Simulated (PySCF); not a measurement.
# Si²⁺ (silicon, charge +2) across methods

[Ne] 3s1 3d1, high-spin 3D determinant (an excited configuration). All numbers are calculated (PySCF 2.14, the non-relativistic Hamiltonian (point nucleus), in aug-cc-pV(T+d)Z (6s5p4d2f, 55 functions)).

| method | E (hartree) | mean ε 2p β (eV) | mean ε 3s α (eV) | mean ε 3d α (eV) | Σ⟨r²⟩ (bohr²) | ⟨S²⟩ |
| --- | --- | --- | --- | --- | --- | --- |
| PBE0 | -287.7400 | -126.31 | -32.395 | -14.066 | 16.40 | 2.000 |
| LDA | -286.6965 | -120.99 | -31.366 | -13.235 | 16.28 | 2.000 |
| LC-wPBE | -287.7404 | -126.78 | -35.258 | -16.147 | 16.14 | 2.000 |
| UHF | -287.38413 | -141.34 | -35.594 | -15.411 | 17.33 | 2.000 |
| PBE | -287.7223 | -120.90 | -31.172 | -13.472 | 16.22 | 2.000 |
| M06-L | -287.8580 | -123.11 | -31.163 | -13.385 | 16.23 | 2.000 |
| r2SCAN | -287.8382 | -122.93 | -31.332 | -13.448 | 16.21 | 2.000 |
| wB97M-V | -287.8461 | -128.58 | -34.645 | -15.478 | 16.78 | 2.000 |

Question: Estimate the same row for PW91.

Answer: E (hartree) = -287.8487; mean ε 2p β (eV) = -121.10; mean ε 3s α (eV) = -31.258; mean ε 3d α (eV) = -13.515; Σ⟨r²⟩ (bohr²) = 16.19; ⟨S²⟩ = 2.000.

The outer electron is Rydberg-like, and this basis confines it to a smaller radius and binds it less than a complete one would.
